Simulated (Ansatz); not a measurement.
Born–Oppenheimer molecular dynamics of CH4BFOSi (9 atoms, charge 0, multiplicity 1). It starts at the highest image of a converged band. Of that band: Neighbouring images differ by up to 2.5 eV, so the band resolves the path poorly. A vibrational analysis at the climbing image gives one clearly imaginary mode, 2668i cm⁻¹: a first-order saddle point.

The calculation used RHF/def2-SVP in Ansatz 0.2.0.

```json
{
  "ensemble": "NVE (velocity Verlet)",
  "time step": "0.5 fs",
  "steps asked": "200",
  "starting velocities drawn for": "100 K",
  "seed": "9750"
}
```

First frame:

```xyz
9
Properties=species:S:1:pos:R:3
O -0.958 1.777 1.710
C -0.146 1.033 1.123
B 0.686 -0.008 0.577
Si -0.052 -1.054 -0.984
F -1.535 -0.496 -1.334
H -0.297 2.183 0.769
H 1.811 -0.078 0.980
H 0.765 -0.913 -2.207
H -0.185 -2.489 -0.653
```

(1) How far do the bonds stretch over the last three quarters of this one trajectory? (Pairs bonded in most of those frames.)

Answers

(1) 
```json
{"bond": "O1–C2", "mean (Å)": "1.117", "spread (Å)": "0.033", "shortest": "1.05", "longest": "1.17"}
{"bond": "C2–B3", "mean (Å)": "1.731", "spread (Å)": "0.176", "shortest": "1.41", "longest": "2.00"}
{"bond": "B3–Si4", "mean (Å)": "2.062", "spread (Å)": "0.091", "shortest": "1.86", "longest": "2.27"}
{"bond": "B3–H7", "mean (Å)": "1.254", "spread (Å)": "0.058", "shortest": "1.15", "longest": "1.40"}
{"bond": "Si4–F5", "mean (Å)": "1.629", "spread (Å)": "0.012", "shortest": "1.60", "longest": "1.65"}
{"bond": "Si4–H8", "mean (Å)": "1.489", "spread (Å)": "0.029", "shortest": "1.44", "longest": "1.54"}
{"bond": "Si4–H9", "mean (Å)": "1.488", "spread (Å)": "0.019", "shortest": "1.45", "longest": "1.52"}
```

Mean temperature of the second half: 2604 K. The conserved energy stayed within 1.3 meV per atom of its start (net change -0.03 meV per atom), so the integration is sound. The system heated up, since it started high on the potential surface and ran downhill. A run of 0.1 ps of so small a system gives no equilibrium averages. The orbitals stay closed-shell, which can raise the energy where a bond breaks towards radicals; this wasn't checked here.

The run took 5.5 min on 1 thread of Arm Neoverse V1 (shared host), peak memory 0.17 GiB.
